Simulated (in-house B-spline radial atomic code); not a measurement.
# Hg4+: [Ar] 3d10 4s2 (4p1/2)2 (4p3/2)3 (4d3/2)3 (4d5/2)6 4f14 5s2 5p6 5d10 (with a hole in an inner shell)

All numbers are computed (Dirac-Kohn-Sham relativistic LDA, spherical fractional occupations; Fermi nucleus of rms radius 5.4648 fm) with an all-electron radial atomic-structure program (B-spline basis), not measured.

Effective charges: Z_r = [3n² - l(l+1)]/(2<r>) from the radius, Z_e = n√(-2ε) from the energy, and Slater's rules. Values are occupation-weighted means over j. An effective charge above Z reflects the relativistic contraction of the inner shells.

```
shell  electrons   ε (eV)  <r> (bohr)    Z_r    Z_e  Slater
   1s          2   -82498     0.01667  89.97  77.87   79.70
   2s          2   -14706     0.06954  86.29  65.75   75.85
   2p          6   -12849     0.06289  79.51  61.46   75.85
   3s          2  -3557.4      0.1807  74.71  48.51   68.75
   3p          6  -3010.6      0.1814  68.91  44.63   68.75
   3d         10  -2374.7      0.1651  63.59  39.63   58.85
   4s          2  -843.67      0.3985  60.23  31.50   52.60
   4p          5  -667.49      0.4197  54.80  28.02   52.60
   4d          9  -425.64      0.4449  47.21  22.37   42.20
   5s          2  -177.95      0.8778  42.72  18.08   24.05
   4f         14  -174.36      0.4657  38.65  14.32   31.45
   5p          6  -125.21      0.9932  36.75  15.17   24.05
   5d         10  -61.592       1.278  27.01  10.64   10.85
```

The least bound orbital is 5d5/2 at -60.57 eV, and it is also the most diffuse (<r> = 1.292 bohr). The part-filled 4p shell lies below the filled 5d shell in orbital energy.

For the 1s electron the small component carries 9.18 % of the norm, the zero-frequency Breit interaction raises the level by 312.5 eV, self-energy by 201 eV, and vacuum polarisation lowers it by 41.56 eV.
